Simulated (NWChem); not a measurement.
System: MoHSO2Cl; SMILES [O]=[Mo]([OH])(=[S])[Cl]

Output (shortened):

```
             Northwest Computational Chemistry Package (NWChem) 7.3.0
             --------------------------------------------------------

 C1  symmetry detected

                             Geometry "geometry" -> ""
                             -------------------------

 Output coordinates in angstroms (scale by  1.889725989 to convert to a.u.)

  No.       Tag          Charge          X              Y              Z
 ---- ---------------- ---------- -------------- -------------- --------------
    1 Mo                  42.0000    -0.23745757     0.08524379     0.06337154
    2 O                    8.0000    -0.90045664     0.23903307     1.57874490
    3 S                   16.0000     1.26227265     1.55169783    -0.14666473
    4 Cl                  17.0000     0.69009500    -1.97189960    -0.11741821
    5 O                    8.0000    -1.53318034     0.35440787    -1.23472504
    6 H                    1.0000    -2.48566376     0.36736115    -1.07101830

 Effective nuclear repulsion energy (a.u.)     696.0783930190

                                 NWChem DFT Module
                                 -----------------

 Summary of "ao basis" -> "ao basis" (spherical)
 ------------------------------------------------------------------------------
       Tag                 Description            Shells   Functions and Types
 ---------------- ------------------------------  ------  ---------------------
 Mo                         def2-svp                11       31   5s3p2d1f
 O                          def2-svp                 6       14   3s2p1d
 S                          def2-svp                 8       18   4s3p1d
 Cl                         def2-svp                 8       18   4s3p1d
 H                          def2-svp                 3        5   2s1p

            General Information
            -------------------
          SCF calculation type: DFT
          Wavefunction type:  closed shell.
          No. of atoms     :     6
          No. of electrons :    64
           Alpha electrons :    32
            Beta electrons :    32
          Charge           :     0
          Spin multiplicity:     1
          Use of symmetry is: off; symmetry adaption is: off
          Maximum number of iterations: 150
          AO basis - number of functions:   100
                     number of shells:    42
          Convergence on energy requested:  1.00D-06
          Convergence on density requested:  1.00D-05
          Convergence on gradient requested:  5.00D-04

              XC Information
              --------------
                        M06-L Method XC Functional
                         M06-L Exchange Functional  1.000
                       M06-L Correlation Potential  1.000

             Grid Information
             ----------------
          Grid used for XC integration:  medium
          Radial quadrature: Mura-Knowles
          Angular quadrature: Lebedev.
          Tag              B.-S. Rad. Rad. Pts. Rad. Cut. Ang. Pts.
          ---              ---------- --------- --------- ---------
          Mo                  1.45      123           9.0       590
          O                   0.60       49           9.0       434
          S                   1.00       88          11.0       590
          Cl                  1.00       88          11.0       590
          H                   0.35       45          11.0       434
          Grid pruning is: on
          Number of quadrature shells:   442
          Spatial weights used:  Erf1

      Superposition of Atomic Density Guess
      -------------------------------------

 Sum of atomic energies:       -1083.84441234

      Non-variational initial energy
      ------------------------------

 Total energy =   -1074.386572
 1-e energy   =   -2165.113045
 2-e energy   =     759.522773
 HOMO         =      -0.347074
 LUMO         =      -0.053635

     ---------------------------------------------
      Total Density - Mulliken Population Analysis
     ---------------------------------------------

    Atom       Charge   Shell Charges
 -----------   ------   -------------------------------------------------------
    1 Mo  14    11.29  -0.39  1.55  0.87  0.30  0.05  5.95  0.34  0.13  1.98  0.44  0.07
    2 O    8     9.03   1.99  1.16  0.75  3.15  1.96  0.01
    3 S   16    16.78   2.00  1.99  1.25  0.65  5.94  1.94  2.98  0.03
    4 Cl  17    17.43   2.00  1.99  1.23  0.72  5.94  2.17  3.37  0.01
    5 O    8     8.84   1.99  1.11  0.67  3.09  1.97  0.00
    6 H    1     0.63   0.51  0.06  0.06

   convergence    iter        energy       DeltaE   RMS-Dens  Diis-err
 ---------------- ----- ----------------- --------- --------- ---------
 d= 0,ls=0.0,diis     1  -1076.9219286960 -1.41D+03  6.10D-02  4.04D+00
 d= 0,ls=0.0,diis     2  -1066.9109334678  1.00D+01  5.46D-02  5.85D+01
 d= 0,ls=0.0,diis     3  -1076.7894999606 -9.88D+00  1.67D-02  6.12D+00
 d= 0,ls=0.0,diis     4  -1077.4082348302 -6.19D-01  5.98D-03  5.11D-01
 d= 0,ls=0.0,diis     5  -1077.4347356683 -2.65D-02  5.65D-03  2.07D-01
  Resetting Diis
 d= 0,ls=0.0,diis     6  -1077.4491949571 -1.45D-02  2.70D-03  1.00D-01
 d= 0,ls=0.0,diis     7  -1077.4632474211 -1.41D-02  2.91D-03  1.10D-02
 d= 0,ls=0.0,diis     8  -1077.4547236153  8.52D-03  2.28D-03  7.04D-02
 d= 0,ls=0.0,diis     9  -1077.4633181317 -8.59D-03  8.29D-04  1.07D-02
 d= 0,ls=0.0,diis    10  -1077.4649812994 -1.66D-03  1.35D-04  1.63D-04
 d= 0,ls=0.0,diis    11  -1077.4649766035  4.70D-06  7.72D-05  1.96D-04
 d= 0,ls=0.0,diis    12  -1077.4649989577 -2.24D-05  7.39D-06  9.09D-07
 d= 0,ls=0.0,diis    13  -1077.4649990457 -8.80D-08  3.21D-06  1.69D-07

         Total DFT energy =    -1077.464999045706
      One electron energy =    -2168.662973666715
           Coulomb energy =      839.340385210792
    Exchange-Corr. energy =      -79.346110200720
 Nuclear repulsion energy =      331.203699610937

 Numeric. integr. density =       64.000004056032

                       DFT Final Molecular Orbital Analysis
                       ------------------------------------

 Vector   30  Occ=2.000000D+00  E=-3.105008D-01
              MO Center=  6.9D-01,  8.1D-01, -2.9D-02, r^2= 3.9D+00
   Bfn.  Coefficient  Atom+Function         Bfn.  Coefficient  Atom+Function
  ----- ------------  ---------------      ----- ------------  ---------------
    56     -0.292059  3 S  px                57     -0.284191  3 S  py
    15      0.273038  1 Mo d -2              53     -0.248320  3 S  px
    54     -0.239918  3 S  py                74      0.211768  4 Cl px
     2     -0.180953  1 Mo s                 86      0.170172  5 O  py
    49     -0.166763  3 S  s                 71      0.158627  4 Cl px

 Vector   31  Occ=2.000000D+00  E=-2.769116D-01
              MO Center=  6.9D-01,  7.2D-01, -2.1D-01, r^2= 3.7D+00
   Bfn.  Coefficient  Atom+Function         Bfn.  Coefficient  Atom+Function
  ----- ------------  ---------------      ----- ------------  ---------------
    56      0.326655  3 S  px                57     -0.324740  3 S  py
    74     -0.271486  4 Cl px                53      0.246258  3 S  px
    54     -0.244561  3 S  py                19      0.241108  1 Mo d  2
    71     -0.191115  4 Cl px                86      0.176403  5 O  py
    58      0.155275  3 S  pz                89      0.144242  5 O  py

 Vector   32  Occ=2.000000D+00  E=-2.600399D-01
              MO Center=  7.5D-01,  1.2D+00,  1.1D-01, r^2= 2.9D+00
   Bfn.  Coefficient  Atom+Function         Bfn.  Coefficient  Atom+Function
  ----- ------------  ---------------      ----- ------------  ---------------
    58      0.511675  3 S  pz                55      0.376561  3 S  pz
    36     -0.216366  2 O  py                52      0.213237  3 S  pz
    57      0.186510  3 S  py                39     -0.171439  2 O  py
    37     -0.143963  2 O  pz                54      0.136473  3 S  py
    16      0.135649  1 Mo d -1               8     -0.115038  1 Mo pz

 Vector   33  Occ=0.000000D+00  E=-1.455964D-01
              MO Center= -5.1D-02,  1.7D-01, -2.6D-02, r^2= 2.8D+00
   Bfn.  Coefficient  Atom+Function         Bfn.  Coefficient  Atom+Function
  ----- ------------  ---------------      ----- ------------  ---------------
    15      0.450849  1 Mo d -2              19     -0.447131  1 Mo d  2
    16      0.402636  1 Mo d -1              56      0.280760  3 S  px
    17      0.218002  1 Mo d  0              58     -0.183644  3 S  pz
    35     -0.166445  2 O  px                74      0.165095  4 Cl px
    86      0.163680  5 O  py                38     -0.152202  2 O  px

 Vector   34  Occ=0.000000D+00  E=-1.402745D-01
              MO Center=  2.4D-02,  3.7D-01,  5.1D-02, r^2= 2.8D+00
   Bfn.  Coefficient  Atom+Function         Bfn.  Coefficient  Atom+Function
  ----- ------------  ---------------      ----- ------------  ---------------
    16      0.585502  1 Mo d -1              19      0.512426  1 Mo d  2
    57      0.267151  3 S  py                58     -0.212527  3 S  pz
    56     -0.193326  3 S  px                36     -0.177536  2 O  py
    39     -0.164721  2 O  py                86      0.162490  5 O  py
    89      0.153048  5 O  py                76      0.149331  4 Cl pz

 Vector   35  Occ=0.000000D+00  E=-1.064434D-01
              MO Center= -2.0D-01,  3.5D-03,  2.0D-01, r^2= 2.7D+00
   Bfn.  Coefficient  Atom+Function         Bfn.  Coefficient  Atom+Function
  ----- ------------  ---------------      ----- ------------  ---------------
    15      0.434240  1 Mo d -2              17      0.410888  1 Mo d  0
    19      0.366688  1 Mo d  2              16     -0.351731  1 Mo d -1
    75      0.337716  4 Cl py                18     -0.264365  1 Mo d  1
    36      0.243375  2 O  py                67      0.243231  4 Cl s
    39      0.232034  2 O  py                57      0.216341  3 S  py

     ---------------------------------------------
      Total Density - Mulliken Population Analysis
     ---------------------------------------------

    Atom       Charge   Shell Charges
 -----------   ------   -------------------------------------------------------
    1 Mo  14    12.99  -0.40  1.62  0.82  0.24 -0.03  6.00  0.42  0.11  3.61  0.51  0.08
    2 O    8     8.34   1.99  1.16  0.78  2.72  1.68  0.01
    3 S   16    16.21   2.00  1.99  1.25  0.69  5.93  1.78  2.53  0.04
    4 Cl  17    17.26   2.00  1.99  1.25  0.74  5.93  2.13  3.20  0.02
    5 O    8     8.45   1.99  1.11  0.70  2.83  1.82  0.01
    6 H    1     0.74   0.66  0.02  0.07

     -------------------------------------------
      Total Density - Lowdin Population Analysis
     -------------------------------------------

    Atom       Charge   Shell Charges
 -----------   ------   -------------------------------------------------------
    1 Mo  14    14.31   0.01  0.97  0.93  0.33  0.13  5.64  0.99  0.40  3.31  1.47  0.13
    2 O    8     8.10   1.98  1.00  0.66  2.61  1.82  0.02
    3 S   16    15.76   2.00  1.96  0.97  0.67  5.81  1.89  2.41  0.05
    4 Cl  17    16.85   2.00  1.96  1.02  0.74  5.82  2.25  3.04  0.02
    5 O    8     8.11   1.97  0.91  0.58  2.69  1.95  0.01
    6 H    1     0.87   0.54  0.15  0.18

     Multipole analysis of the density
     ---------------------------------

     L   x y z        total         alpha         beta         nuclear
     -   - - -        -----         -----         ----         -------
     0   0 0 0     -0.000000    -32.000000    -32.000000     64.000000

     1   1 0 0     -1.050449     -6.807441     -6.807441     12.564433
     1   0 1 0     -0.099741      2.205353      2.205353     -4.510447
     1   0 0 1     -0.387926      1.482605      1.482605     -3.353136

     2   2 0 0    -38.532357   -136.841485   -136.841485    235.150612
     2   1 1 0     -0.668805     -2.012236     -2.012236      3.355667
     2   1 0 1      2.037969     -2.344312     -2.344312      6.726592
     2   0 2 0    -45.319766   -212.507436   -212.507436    379.695106
     2   0 1 1     -0.227644      0.787436      0.787436     -1.802516
     2   0 0 2    -46.171488    -83.646894    -83.646894    121.122299

            General Information
            -------------------
          SCF calculation type: DFT
          Wavefunction type:  closed shell.
          No. of atoms     :     6
          No. of electrons :    64
           Alpha electrons :    32
            Beta electrons :    32
          Charge           :     0
          Spin multiplicity:     1
          Use of symmetry is: off; symmetry adaption is: off
          Maximum number of iterations: 150
          AO basis - number of functions:   100
                     number of shells:    42
          Convergence on energy requested:  1.00D-06
          Convergence on density requested:  1.00D-05
          Convergence on gradient requested:  5.00D-04

              XC Information
              --------------
                        M06-L Method XC Functional
                         M06-L Exchange Functional  1.000
                       M06-L Correlation Potential  1.000

             Grid Information
             ----------------
          Grid used for XC integration:  medium
          Radial quadrature: Mura-Knowles
          Angular quadrature: Lebedev.
          Tag              B.-S. Rad. Rad. Pts. Rad. Cut. Ang. Pts.
          ---              ---------- --------- --------- ---------
          Mo                  1.45      123           9.0       590
          O                   0.60       49           9.0       434
          S                   1.00       88          11.0       590
          Cl                  1.00       88          11.0       590
          H                   0.35       45          11.0       434
          Grid pruning is: on
          Number of quadrature shells:   442
          Spatial weights used:  Erf1

          Convergence Information
          -----------------------
          Convergence aids based upon iterative change in
          total energy or number of iterations.
          Levelshifting, if invoked, occurs when the
          HOMO/LUMO gap drops below (HL_TOL):  1.00D-02
          DIIS, if invoked, will attempt to extrapolate
          using up to (NFOCK): 10 stored Fock matrices.

                    Damping( 0%)  Levelshifting(0.5)       DIIS
                  --------------- ------------------- ---------------
          dE  on:    start            ASAP                start
          dE off:    2 iters        150 iters           150 iters

                            NWChem DFT Gradient Module
                            --------------------------

  charge          =   0.00
  wavefunction    = closed shell

                         DFT ENERGY GRADIENTS

    atom               coordinates                        gradient
                 x          y          z           x          y          z
   1 Mo     -0.448730   0.161087   0.119755   -0.006506   0.005456   0.005334
   2 O      -1.701616   0.451707   2.983395    0.007474  -0.001626  -0.016027
   3 S       2.385349   2.932284  -0.277156   -0.007538  -0.007810   0.001354
   4 Cl      1.304090  -3.726350  -0.221888   -0.002129   0.005646   0.000717
   5 O      -2.897291   0.669734  -2.333292    0.008403  -0.001778   0.008524
   6 H      -4.697223   0.694212  -2.023931    0.000297   0.000112   0.000097
```

Level: M06-L/def2-SVP with def2 effective core potentials on Mo. Structure relaxed at the PBE0/def2-SVP level. def2 effective core potentials on Mo; no spin-orbit coupling.

Question: Write an input that gives this output.

Answer: Several could match; the one computed here: the input that was run:
```
start job
memory heap 200 mb stack 900 mb global 1100 mb
geometry units angstroms noautoz
  Mo    -0.187232     0.104385    -0.018339
  O     -1.031477     0.202119     1.408992
  S      1.303113     1.595139    -0.000515
  Cl     0.788372    -1.934425    -0.146121
  O     -1.320151     0.398325    -1.455870
  H     -2.285541     0.394348    -1.408980
end
basis spherical
  * library def2-svp
end
ecp
  Mo library def2-ecp
end
dft
  xc m06-l
  iterations 150
  mulliken
end
task dft gradient
```
